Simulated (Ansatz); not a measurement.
Ca8O8⁺ (started as a model of: 1x4x4 CaO rock-salt block). Charge 1, multiplicity 2. Geometry r2SCAN-D4/def2-SVP, that of the neutral singlet; atoms count from 1.

```xyz
16

Ca   -1.417   -4.213   -0.031
O     0.446   -3.383   -0.275
Ca    2.310   -2.444   -1.110
O     4.086   -1.517   -0.605
O    -2.348   -2.431    0.386
Ca   -0.358   -1.320    0.272
O     1.352   -0.404   -0.827
Ca    3.374    0.431   -0.386
Ca   -3.462   -0.472    0.308
O    -1.484    0.571   -0.036
Ca    0.334    1.602   -0.838
O     2.380    2.448   -0.206
O    -4.042    1.269    1.266
Ca   -2.300    2.378    0.984
O    -0.393    3.425    0.380
Ca    1.522    4.060    0.718
```

**Question.** Estimate the Mulliken populations from the PBE/def2-SVP orbitals of Ansatz.

**Answer.** 
```tsv
atom	charge (e)	spin (α − β)
Ca1	0.89	0.00
O2	-0.73	0.03
Ca3	0.81	-0.01
O4	-0.59	0.41
O5	-0.73	0.03
Ca6	0.85	-0.01
O7	-0.79	0.04
Ca8	0.83	0.00
Ca9	0.81	-0.01
O10	-0.80	0.04
Ca11	0.78	-0.01
O12	-0.72	0.04
O13	-0.59	0.41
Ca14	0.83	0.00
O15	-0.72	0.04
Ca16	0.88	0.00
```
Mulliken values depend strongly on the basis.

**Question.** Where does the spin sit?

**Answer.** Summed by element: Ca -0.04, O 1.04, of 1 unpaired in all. Largest on single atoms: O13 0.41, O4 0.41, O15 0.04.

**Question.** And the Mayer bond orders between heavy atoms (over 0.3)?

**Answer.** Ca1–O2 0.91 (2.05 Å); Ca1–O5 0.91 (2.05 Å); O2–Ca3 0.64 (2.25 Å); O2–Ca6 0.46 (2.28 Å); Ca3–O4 0.83 (2.07 Å); Ca3–O7 0.48 (2.27 Å); O4–Ca8 0.80 (2.08 Å); O5–Ca6 0.46 (2.28 Å); O5–Ca9 0.63 (2.25 Å); Ca6–O7 0.46 (2.23 Å); Ca6–O10 0.46 (2.22 Å); O7–Ca8 0.47 (2.23 Å); O7–Ca11 0.51 (2.25 Å); Ca8–O12 0.62 (2.26 Å); Ca9–O10 0.48 (2.26 Å); Ca9–O13 0.82 (2.07 Å); O10–Ca11 0.50 (2.24 Å); O10–Ca14 0.47 (2.23 Å); Ca11–O12 0.47 (2.30 Å); Ca11–O15 0.47 (2.31 Å); O12–Ca16 0.91 (2.05 Å); O13–Ca14 0.80 (2.08 Å); Ca14–O15 0.62 (2.26 Å); O15–Ca16 0.91 (2.05 Å).
